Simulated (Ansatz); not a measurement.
C₈H₂₀O₂Si, SMILES `CC(C)(C)O[SiH2]OC(C)(C)C`. Total charge 0; spin multiplicity 1.

| atom | x (Å) | y (Å) | z (Å) |
| --- | --- | --- | --- |
| C1 | -0.6151 | 3.3662 | 0.7907 |
| C2 | -0.8340 | 1.8702 | 0.9611 |
| C3 | -1.3458 | 1.5607 | 2.3573 |
| C4 | -1.8047 | 1.3471 | -0.0883 |
| O5 | 0.4309 | 1.2115 | 0.8537 |
| Si6 | 1.2861 | 0.7935 | -0.4735 |
| O7 | 0.7077 | -0.5083 | -1.2725 |
| C8 | 0.7888 | -1.8979 | -0.9443 |
| C9 | 2.1564 | -2.4141 | -1.3662 |
| C10 | -0.3090 | -2.5779 | -1.7440 |
| C11 | 0.5709 | -2.1133 | 0.5467 |
| H12 | 0.1055 | 3.7264 | 1.5275 |
| H13 | -0.2301 | 3.5893 | -0.2069 |
| H14 | -1.5518 | 3.9123 | 0.9245 |
| H15 | -2.3040 | 2.0531 | 2.5374 |
| H16 | -1.4789 | 0.4840 | 2.4815 |
| H17 | -0.6294 | 1.9058 | 3.1051 |
| H18 | -1.4403 | 1.5461 | -1.0994 |
| H19 | -1.9435 | 0.2696 | 0.0165 |
| H20 | -2.7768 | 1.8333 | 0.0204 |
| H21 | 1.2684 | 1.8740 | -1.4907 |
| H22 | 2.6539 | 0.5455 | 0.0461 |
| H23 | 2.9484 | -1.9132 | -0.8050 |
| H24 | 2.3161 | -2.2277 | -2.4300 |
| H25 | 2.2376 | -3.4885 | -1.1854 |
| H26 | -1.2864 | -2.1872 | -1.4534 |
| H27 | -0.1684 | -2.3904 | -2.8101 |
| H28 | -0.3010 | -3.6570 | -1.5747 |
| H29 | -0.3994 | -1.7207 | 0.8563 |
| H30 | 1.3436 | -1.6135 | 1.1364 |
| H31 | 0.6043 | -3.1791 | 0.7834 |

Task: Give the diagnostics of a CCSD(T)/def2-TZVPP run (frozen core, the Gaussian-basis code of Ansatz). (An estimate is asked.)

Result: Ansatz gave: T1 = 0.0106, largest single amplitude 0.013, largest double 0.006, (T) share of the correlation energy 3.8 %, 9 CCSD cycles. The RHF solution is stable towards an unrestricted one. T1 lies under the customary mark of 0.02 for closed shells.
